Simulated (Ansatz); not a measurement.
C2H4O, SMILES `C[C]O` (excited triplet; C–C–O–H torsion 103°) (charge 0, multiplicity 3). This triplet is an excited state, 1.33 eV above the relaxed singlet at the level frozen-core CCSD(T)/cc-pVTZ // B3LYP-D3(BJ)/def2-TZVP (Ansatz, a quantum-chemistry and plane-wave program).

Calculation: LC-ωPBE/cc-pVTZ // B3LYP-D3(BJ)/def2-TZVP run with Ansatz.

Ansatz 0.2 input:
```yaml
crystal:
  periodic: [false, false, false]
  atoms:
    - { symbol: C, position_ang: [-0.769428, -0.073303, 0.023481] }
    - { symbol: C, position_ang: [0.658062, -0.455496, -0.064285] }
    - { symbol: O, position_ang: [1.644655, 0.337413, -0.506757] }
    - { symbol: H, position_ang: [-0.900183, 0.835206, 0.627126] }
    - { symbol: H, position_ang: [-1.205258, 0.119862, -0.968068] }
    - { symbol: H, position_ang: [-1.341032, -0.874619, 0.491177] }
    - { symbol: H, position_ang: [1.913178, 0.110935, -1.411802] }
basis:
  gaussian: { orbitals: cc-pVTZ }
hamiltonian:
  xc: lc_wpbe
magnetization:
  spin_polarized: true
  initial_magnetization: 2
```

Output:

```
Functional definition: LC-wPBE
735 factors; their error is unknown
235 factors; integrals over basis functions are off by at most 2.3e-5 eV
mean field evaluation 1: about -4178.6919 eV, gradient 2.7e1 eV
mean field evaluation 2: about -4180.0683 eV, gradient 2.1e1 eV
mean field evaluation 4: about -4181.5371 eV, gradient 1.5e0 eV
mean field evaluation 8: about -4181.5621 eV, gradient 6.8e-2 eV
mean field evaluation 16: about -4181.5439 eV, gradient 5.2e-5 eV
mean field -4181.54386142 eV, -153.6689025549 hartree, gradient 5.2e-5 eV, S^2 2.005947; 0 other end points of the search recorded, 0 dependent functions left out
reference -4181.54386143 eV, -153.6689025552 hartree; 13, 11 occupied and 133, 135 virtual orbitals, 735 factors
Total energy: -4181.54386143 eV, -153.6689025552 hartree
```
